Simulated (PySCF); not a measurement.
```xyz
3
charge 0 multiplicity 1, angstrom
Ti    0.0000    0.0000   -0.3676
O     1.3601    0.0000    0.5505
O    -1.3601    0.0000    0.5505
```

These are results of B3LYP in PySCF with Ti def2-TZVP, O def2-TZVP; no relativity; density-fitted integrals, not measurements.

This geometry of TiO2 is a stationary point at this level.

Problem. What is the point group?

Solution. C2v.

Problem. Is it a minimum?

Solution. Yes: all harmonic wavenumbers are real.

Problem. List the harmonic modes with their infrared intensities.

Solution. 
| symmetry | ω (cm⁻¹) | IR (km/mol) | type |
| --- | --- | --- | --- |
| a1 | 346 | 14.1 | bend |
| b2 | 987 | 432 | stretch |
| a1 | 1030 | 38.5 | stretch |

In C2v the vibrations span 2a1 + b2. Here b1 is antisymmetric to the molecular plane and b2 lies in it.

Only a few start shapes were tried, so a lower isomer may exist.
